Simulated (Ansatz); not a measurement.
CH4F2O2Sn (`C[O][Sn]([OH])([F])[F]`), charge 0, multiplicity 1.

Give a relaxed structure at PBE0-D4/def2-TZVP (Ansatz). (Best estimate.)

The calculation gave: 
Cartesian coordinates in Å:
```
C 0.8177 -0.9064 -1.2827
O -0.2310 0.0461 -1.1850
Sn -0.6588 0.8667 0.4970
O -0.9413 -0.4343 1.8951
F 0.6970 2.0634 1.0873
F -2.1903 1.9373 0.2135
H 0.8003 -1.2909 -2.3042
H 1.7973 -0.4528 -1.1006
H 0.6797 -1.7465 -0.5944
H -0.7706 -0.0826 2.7742
```
This is one stationary point; other conformers may exist.
